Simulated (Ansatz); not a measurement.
A nudged elastic band was laid between two geometries of Cl2FHSi + H4Si (10 atoms, charge 0, multiplicity 1).

Method: RKS CAM-B3LYP/def2-SVP (Ansatz 0.2.0).

```json
{
  "movable images": "9",
  "climbing image": "yes",
  "spring": "5.0 eV/Å²",
  "optimiser": "quadratic models (default)",
  "start path": "through a guess of the saddle point",
  "force threshold": "0.03 eV/Å",
  "iteration limit": "60",
  "end points": "relaxed"
}
```

Initial state:

```xyz
10
Properties=species:S:1:pos:R:3
Si -0.430 -0.718 -0.314
H -0.698 -1.086 1.082
Cl 1.577 -0.655 -0.675
Cl -1.281 1.077 -0.771
F -1.069 -1.827 -1.282
Si 1.748 2.714 1.467
H 3.159 2.511 1.894
H 1.675 2.775 -0.015
H 1.233 3.984 2.047
H 0.919 1.582 1.965
```

Final state:

```xyz
10
Properties=species:S:1:pos:R:3
Si 0.352 0.512 -0.629
H -0.104 -0.163 2.688
Cl 1.686 -0.504 -1.810
Cl -1.130 1.301 -1.805
F -0.348 -0.584 0.333
Si 1.413 2.162 0.626
H 2.459 1.535 1.473
H 2.033 3.121 -0.325
H 0.406 2.858 1.469
H 0.065 0.118 3.378
```

(1) What changes between the two ends?

(2) What energy profile does the band end with?

(3) What is the geometry of the highest image?

The band took 11 iterations and roughly 8 core-minutes.

Results:

(1) Bonds broken: Si1–H2, Si6–H10. Bonds formed: Si1–Si6, H2–H10. Cl2FHSi + H4Si becomes Cl2FH3Si2 + H2.

(2) It converged. The highest image is number 5 of 0 to 10, 3.40 eV above the first end and 3.04 eV above the last; the last end lies 0.37 eV above the first. Neighbouring images differ by up to 2.0 eV, so the band resolves the path poorly. A vibrational analysis at the climbing image gives one clearly imaginary mode, 1465i cm⁻¹: a first-order saddle point. The orbitals stay closed-shell, which can raise the energy where a bond breaks towards radicals; this wasn't checked here.

```tsv
image	path coordinate (Å)	energy (eV)	Si1–H2 (Å)	Si6–H10 (Å)	Si1–Si6 (Å)
0	0.00	0.00	1.47	1.49	4.44
1	0.66	0.01	1.47	1.49	4.18
2	1.32	0.09	1.47	1.48	3.80
3	1.98	0.40	1.47	1.47	3.39
4	2.64	1.37	1.49	1.54	2.92
5	3.30	3.40	1.71	1.95	2.58
6	3.93	2.03	2.13	2.32	2.40
7	4.56	1.14	2.51	2.54	2.35
8	5.19	0.63	2.81	2.78	2.33
9	5.82	0.41	3.08	3.11	2.33
10	6.45	0.37	3.42	3.68	2.33
```

(3) 
```xyz
10
Properties=species:S:1:pos:R:3
Si 0.135 0.176 -0.003
H -0.168 -0.279 1.620
Cl 1.916 -0.410 -0.870
Cl -1.176 1.533 -0.836
F -0.709 -1.177 -0.314
Si 1.416 2.178 0.994
H 2.628 1.803 1.779
H 1.818 2.837 -0.275
H 0.574 3.106 1.803
H 0.398 0.590 1.500
```

Time of the run: 2.3 min on 4 threads of Intel(R) Xeon(R) 6975P-C (Granite Rapids), with other jobs on the host, peak memory 0.36 GiB.
